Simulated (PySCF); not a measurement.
# What a mistake does to a calculation on Al2FH2O

These are calculations, not measurements. They come from PySCF 2.14.0, an open-source quantum chemistry program, on an isolated molecule that a program drew, which may never have been made. The molecule is Al2FH2O (charge 0, doublet), drawn as the SMILES string `[F][AlH][O][AlH]`.

Each row is a Hartree-Fock (HF) and frozen-core CCSD(T) single point in the cc-pV(D+d)Z basis, meant for a local HF minimum. Run 1 is clean. Each other run has one planted mistake out of seven kinds, and not every kind appears here: one electron removed, one electron added, multiplicity raised by two, geometry at a saddle point, minimal basis STO-3G, one bond length entered in bohr, all coordinates scaled. The reference is restricted for singlets and unrestricted otherwise, and also for a bond in bohr. Adding or removing an electron swaps singlet and doublet. Electrons count all cores. HOMO and LUMO are orbital energies over both spins, the gradient is its largest component, and the lowest frequency (negative if imaginary) is given only where the gradient is small. Bond lengths are over the 5 bonds as drawn. T1 is the CCSD diagnostic: over 0.02 (restricted) or 0.045 (unrestricted) a single reference is doubtful.

Geometry of the clean run:
```xyz
6
Al2FH2O, angstrom
F     0.4880    2.2329    4.0298
Al    1.5382    2.4370    2.7701
O     1.8588    1.1324    1.7830
Al    2.1162   -0.2531    0.8485
H     2.1792    3.8456    2.5784
H     1.1881   -0.4569   -0.4337
```

| run | electrons | basis functions | <S^2> | HOMO (eV) | LUMO (eV) | gradient (hartree/bohr) | lowest frequency (cm^-1) | mean bond (Å) | longest bond (Å) | T1 | HF (hartree) | CCSD(T) (hartree) | mistake |
|---|---|---|---|---|---|---|---|---|---|---|---|---|---|
| 1 | 45 | 84 | 0.756 | -8.34 | 1.15 | 6.0e-06 | 76 | 1.6332 | 1.691 | 0.0171 | -659.47407 | -659.98157 | no fault |
| 2 | 45 | 84 | 0.756 | -8.32 | 1.10 | 5.5e-05 | -93 | 1.6334 | 1.692 | 0.0169 | -659.47299 | -659.98035 | geometry at a saddle point |
| 3 | 44 | 84 | 0.000 | -16.57 | -7.18 | 6.6e-02 | - | 1.6332 | 1.691 | 0.0203 | -659.18855 | -659.69745 | ? |
| 4 | 45 | 84 | 3.758 | -5.13 | -3.37 | 6.2e-02 | - | 1.6332 | 1.691 | 0.0336 | -659.21635 | -659.70921 | ? |

**Which mistake was planted in run 3, and what did it cost?**

It counts 44 electrons, one fewer than the clean run, at the same geometry and basis. So the mistake is: one electron removed. Subtracting run 1 and multiplying by 627.51 kcal/mol a hartree, the energy moved by 179.2 kcal/mol in HF and 178.3 kcal/mol in CCSD(T).

**Which mistake was planted in run 4, and what did it cost?**

Electrons, basis and geometry are unchanged, and <S^2> is 3.758, beside S(S+1) = 3.75 for a multiplicity of 4. So the mistake is: multiplicity raised by two. Subtracting run 1 and multiplying by 627.51 kcal/mol a hartree, the energy moved by 161.7 kcal/mol in HF and 170.9 kcal/mol in CCSD(T).

Cautions from the logs. Run 3: T1 is over the limit, so its CCSD(T) energy is less reliable.
